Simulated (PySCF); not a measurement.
Work out the structure from these simulated measurements.

Formula: GaH6N.

| Item | Value |
| --- | --- |
| Triplet | lowest triplet excitation (Tamm–Dancoff): 5.70 eV [TDA PBE0/def2-SVPD] |
| Polarisability | 47.9 au [PBE0/def2-SVPD] |
| Rotational structure | rotational constants A, B, C: 49.784, 6.852, 6.852 GHz [PBE0-D3(BJ)/def2-SVP] |
| Couplings | largest of the computed one-bond spin–spin couplings (means over like bonds): 15N–1H -63.9 (×3) Hz [PBE/pcJ-1 (pcSseg-1 on Ga)] |
| Dipole | 5.05 D [PBE0/def2-SVPD] |
| NMR, other nuclei | isotropic shieldings of nuclei other than C and H, by class: 237 (1 N), 1498 (1 Ga) ppm [GIAO B3LYP/pcSseg-1 (pcSseg-2 on Ga)] |
| 1H NMR | chemical shifts (computed TMS as zero) by class: 4.39 (3 H), 1.60 (3 H) ppm [GIAO B3LYP/pcSseg-1 (pcSseg-2 on Ga)] |
| UV, first state | lowest singlet excitation: 5.94 eV (209 nm, f = 0.034 summed over 2 states within 0.01 eV) [TDDFT PBE0/def2-SVPD] |
| XPS | N1s 407.4 eV [ΔSCF SCAN, pcX-2 on the ionised atom, pcseg-1 elsewhere, spin-free X2C] |

Gas-phase values; electronic properties from PySCF, density fitting. Levels stand in brackets. Geometry: PBE0-D3(BJ)/def2-SVP; no solvent, vibrations or thermal averaging. Relativistic effects, spin–orbit coupling among them, are left out (core-ionisation runs apart) although an element past zinc is present. NMR classes are plain means over equivalent atoms (diastereotopic ones count apart unless rotation or inversion swaps them), as if these changed places fast.

Problem. Give a SMILES that accounts for the data.

Solution. Hydrogen classes from least to most shielded: 3 H on a gallium bonded to N and 3 H (4.39 ppm), 3 H on a nitrogen bonded to Ga and 3 H (1.60 ppm). The other shieldings belong to: 237 ppm, nitrogen bonded to Ga and 3 H; 1498 ppm, gallium bonded to N and 3 H. The couplings run between: -63.9 Hz, nitrogen bonded to Ga and 3 H and its hydrogen (with 2 like pairs). The core levels belong to: N1s 407.4 eV, nitrogen bonded to Ga and 3 H. No core level of Ga was computed. The optimised geometry has point group C3v and is a prolate symmetric top. Structure: `[H][Ga]([H])([H])<-[NH3]` (Ga(NH3)H3). NMR values of atoms bound to Ga lack the spin–orbit term that these neighbours bring.
